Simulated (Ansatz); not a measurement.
Program: Ansatz. Geometries: PBE0-D4/def2-TZVP. ΔE: electronic, gas phase. CBS: MP2 limit from def2 TZ/QZ plus the TZ coupled-cluster correction, frozen cores. Functionals use def2-TZVPP. For Ga, Ge outer-core shells are correlated without core-valence functions, which leaves a few kJ/mol of doubt a bond. Scalar relativity is left out up to krypton. One conformer a species, not always the lowest.

Reaction (redistribution): `[Cl][GeH]` + `C[CH](C)[Ga]([Cl])[O][SiH3]` → `C[CH](C)[GeH]` + `[SiH3][O][Ga]([Cl])[Cl]`

| level | ΔE (eV) |
| --- | --- |
| PBE0-D4 | 0.36 |
| CAM-B3LYP-D4 | 0.37 |
| B2PLYP | 0.34 |
| BLYP | 0.49 |

Problem. What does CCSD(T)/CBS give? (Best estimate.)

Solution. The calculation gave: +0.33 eV. The listed levels differ from it by 0.03, 0.04, 0.01, 0.16 eV.

Largest T1 diagnostic among the species: 0.013.

From r2SCAN to r2SCAN0 (25 % exact exchange), in def2-TZVPP and without D4, ΔE moves by −0.06 eV. Leaving LDA and LC-ωPBE aside and taking each functional with its dispersion term where it has one, the values, not all of them listed here, spread over 0.25 eV, from PBE-QIDH to BLYP-D4.
